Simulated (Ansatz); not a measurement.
Ga6N7H20⁺, a cluster cut from zinc blende GaN (hydrogen-capped). Total charge 1; singlet. Geometry r2SCAN-D4/def2-SVP.

Cartesian coordinates in Å:
```
N 1.531 -1.707 1.772
N 0.000 2.459 -2.294
N -0.025 0.980 1.770
N 1.549 0.197 -0.739
N 0.030 -2.550 -0.789
N -1.538 0.169 -0.768
N -1.533 -1.734 1.744
Ga 1.714 2.157 -1.295
Ga 1.715 0.228 1.179
Ga 0.014 -2.811 1.163
Ga -1.729 2.125 -1.329
Ga -1.741 0.198 1.147
Ga 0.021 -0.662 -1.560
H 1.577 -1.732 2.797
H 2.406 -2.172 1.501
H 0.013 2.013 -3.218
H -0.008 3.463 -2.510
H -0.036 1.106 2.787
H -0.030 1.946 1.408
H 2.397 -0.214 -1.146
H 0.840 -3.039 -1.187
H -0.763 -3.053 -1.202
H -2.370 -0.257 -1.190
H -1.597 -1.759 2.768
H -2.394 -2.214 1.458
H 1.530 2.940 0.061
H 2.935 2.274 -2.254
H 2.973 0.820 1.866
H 0.023 -4.284 1.650
H -1.587 2.912 0.029
H -2.932 2.218 -2.313
H -3.021 0.767 1.809
H 0.037 -0.786 -3.114
```

Single mean-field runs in def2-TZVP are fitted with def2-universal-jkfit.

Problem. Estimate the orbital energies around the gap (eV) in Ansatz with HF/STO-3G, PBE-D4/def2-SVP, PBE-D4/def2-TZVP, r2SCAN-D4/def2-TZVP, PBE0-D4/def2-TZVP.

Solution. 
```json
{"orbital": "HOMO−13", "HF/STO-3G": "-10.46", "PBE-D4/def2-SVP": "-12.73", "PBE-D4/def2-TZVP": "-12.76", "r2SCAN-D4/def2-TZVP": "-13.16", "PBE0-D4/def2-TZVP": "-14.31"}
{"orbital": "HOMO−12", "HF/STO-3G": "-10.28", "PBE-D4/def2-SVP": "-12.08", "PBE-D4/def2-TZVP": "-12.07", "r2SCAN-D4/def2-TZVP": "-12.41", "PBE0-D4/def2-TZVP": "-13.52"}
{"orbital": "HOMO−11", "HF/STO-3G": "-10.16", "PBE-D4/def2-SVP": "-12.07", "PBE-D4/def2-TZVP": "-12.05", "r2SCAN-D4/def2-TZVP": "-12.38", "PBE0-D4/def2-TZVP": "-13.52"}
{"orbital": "HOMO−10", "HF/STO-3G": "-10.09", "PBE-D4/def2-SVP": "-11.93", "PBE-D4/def2-TZVP": "-11.95", "r2SCAN-D4/def2-TZVP": "-12.29", "PBE0-D4/def2-TZVP": "-13.31"}
{"orbital": "HOMO−9", "HF/STO-3G": "-9.99", "PBE-D4/def2-SVP": "-11.68", "PBE-D4/def2-TZVP": "-11.66", "r2SCAN-D4/def2-TZVP": "-12.00", "PBE0-D4/def2-TZVP": "-13.10"}
{"orbital": "HOMO−8", "HF/STO-3G": "-9.98", "PBE-D4/def2-SVP": "-11.61", "PBE-D4/def2-TZVP": "-11.64", "r2SCAN-D4/def2-TZVP": "-11.98", "PBE0-D4/def2-TZVP": "-13.08"}
{"orbital": "HOMO−7", "HF/STO-3G": "-9.95", "PBE-D4/def2-SVP": "-10.73", "PBE-D4/def2-TZVP": "-10.73", "r2SCAN-D4/def2-TZVP": "-11.04", "PBE0-D4/def2-TZVP": "-12.12"}
{"orbital": "HOMO−6", "HF/STO-3G": "-9.94", "PBE-D4/def2-SVP": "-10.61", "PBE-D4/def2-TZVP": "-10.64", "r2SCAN-D4/def2-TZVP": "-10.96", "PBE0-D4/def2-TZVP": "-11.93"}
{"orbital": "HOMO−5", "HF/STO-3G": "-9.44", "PBE-D4/def2-SVP": "-10.28", "PBE-D4/def2-TZVP": "-10.30", "r2SCAN-D4/def2-TZVP": "-10.61", "PBE0-D4/def2-TZVP": "-11.56"}
{"orbital": "HOMO−4", "HF/STO-3G": "-9.31", "PBE-D4/def2-SVP": "-10.15", "PBE-D4/def2-TZVP": "-10.17", "r2SCAN-D4/def2-TZVP": "-10.48", "PBE0-D4/def2-TZVP": "-11.46"}
{"orbital": "HOMO−3", "HF/STO-3G": "-9.13", "PBE-D4/def2-SVP": "-10.12", "PBE-D4/def2-TZVP": "-10.14", "r2SCAN-D4/def2-TZVP": "-10.45", "PBE0-D4/def2-TZVP": "-11.41"}
{"orbital": "HOMO−2", "HF/STO-3G": "-9.07", "PBE-D4/def2-SVP": "-9.82", "PBE-D4/def2-TZVP": "-9.87", "r2SCAN-D4/def2-TZVP": "-10.17", "PBE0-D4/def2-TZVP": "-11.14"}
{"orbital": "HOMO−1", "HF/STO-3G": "-8.88", "PBE-D4/def2-SVP": "-9.64", "PBE-D4/def2-TZVP": "-9.70", "r2SCAN-D4/def2-TZVP": "-10.00", "PBE0-D4/def2-TZVP": "-10.95"}
{"orbital": "HOMO", "HF/STO-3G": "-8.79", "PBE-D4/def2-SVP": "-9.37", "PBE-D4/def2-TZVP": "-9.42", "r2SCAN-D4/def2-TZVP": "-9.72", "PBE0-D4/def2-TZVP": "-10.65"}
{"orbital": "LUMO", "HF/STO-3G": "4.49", "PBE-D4/def2-SVP": "-4.34", "PBE-D4/def2-TZVP": "-4.63", "r2SCAN-D4/def2-TZVP": "-4.16", "PBE0-D4/def2-TZVP": "-3.79"}
{"orbital": "LUMO+1", "HF/STO-3G": "5.60", "PBE-D4/def2-SVP": "-4.01", "PBE-D4/def2-TZVP": "-4.22", "r2SCAN-D4/def2-TZVP": "-3.75", "PBE0-D4/def2-TZVP": "-3.42"}
{"orbital": "LUMO+2", "HF/STO-3G": "5.70", "PBE-D4/def2-SVP": "-3.94", "PBE-D4/def2-TZVP": "-4.15", "r2SCAN-D4/def2-TZVP": "-3.66", "PBE0-D4/def2-TZVP": "-3.34"}
{"orbital": "LUMO+3", "HF/STO-3G": "6.09", "PBE-D4/def2-SVP": "-3.67", "PBE-D4/def2-TZVP": "-3.86", "r2SCAN-D4/def2-TZVP": "-3.43", "PBE0-D4/def2-TZVP": "-3.04"}
{"orbital": "LUMO+4", "HF/STO-3G": "6.17", "PBE-D4/def2-SVP": "-3.57", "PBE-D4/def2-TZVP": "-3.75", "r2SCAN-D4/def2-TZVP": "-3.36", "PBE0-D4/def2-TZVP": "-2.94"}
{"orbital": "LUMO+5", "HF/STO-3G": "6.20", "PBE-D4/def2-SVP": "-3.34", "PBE-D4/def2-TZVP": "-3.54", "r2SCAN-D4/def2-TZVP": "-3.16", "PBE0-D4/def2-TZVP": "-2.66"}
```
